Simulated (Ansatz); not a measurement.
Reaction (formal exchange of groups at the Se–C bond): `N=C(Cl)[SeH]` + `[F][InH][Cl]` → `[F][In]([Cl])[SeH]` + `N=CCl`

Program: Ansatz. Geometries: PBE0-D4/def2-TZVP. ΔE: electronic, gas phase. CBS: MP2 limit from def2 TZ/QZ plus the TZ coupled-cluster correction, frozen cores. This one scheme is used for every species. Functionals use def2-TZVPP. def2 core potentials past Kr. For In, Se outer-core shells are correlated without core-valence functions, which leaves a few kJ/mol of doubt a bond. Scalar relativity is left out up to krypton. One conformer a species, not always the lowest.

`N=C(Cl)[SeH]`:

Z-matrix (Å, degrees):
```
C
Cl 1 1.735
Se 1 1.918 2 114.9
N 1 1.247 2 119.3 3 180.0
H 3 1.465 1 95.7 2 -0.3
H 4 1.017 1 113.2 2 180.0
```

`[F][InH][Cl]`:

Cartesian coordinates in Å:
```
F 1.400 0.560 -1.117
In -0.157 -0.024 -0.119
Cl 0.398 -0.228 2.108
H -1.641 -0.308 -0.872
```

`[F][In]([Cl])[SeH]`:

```xyz
5

F     0.594    1.401    1.360
In   -0.079    0.531   -0.235
Cl   -0.711    1.980   -1.905
Se   -0.177   -1.933   -0.291
H     0.374   -1.979    1.071
```

`N=CCl`:

Cartesian coordinates in Å:
```
N -0.511 0.761 -0.380
C 0.202 -0.156 0.077
Cl 1.927 -0.059 0.012
H -1.498 0.539 -0.258
H -0.121 -1.085 0.549
```

CCSD(T)/CBS gives -34.0 kcal/mol.

Question: Another level gave -28.0 kcal/mol. Which?
A. CCSD/def2-TZVPP
B. PBE-D4/def2-TZVPP
C. CAM-B3LYP-D4/def2-TZVPP
D. LDA (SPW92)/def2-TZVPP

Answer: D. LDA (SPW92) -28.0, CAM-B3LYP-D4 -32.4, CCSD/def2-TZVPP -33.8, PBE-D4 -30.2 kcal/mol.

Largest T1 diagnostic among the species: 0.015.

The D4 term adds +1.1 kcal/mol with B3LYP and +0.5 kcal/mol with PBE0; it sums over pairs of atoms, weighted by their polarisabilities, and B3LYP, whose exchange is more repulsive, gets the larger term. From BLYP to BHLYP (50 % exact exchange), in def2-TZVPP and without D4, ΔE moves by −3.4 kcal/mol. Leaving LDA and LC-ωPBE aside and taking each functional with its dispersion term where it has one, the values, not all of them listed here, spread over 6.1 kcal/mol, from BHLYP-D4 to revPBE-D4. LDA lies +2.8 kcal/mol from PBE without D4.

B3LYP here is the variant with VWN-RPA as its local correlation; programs differ in this.
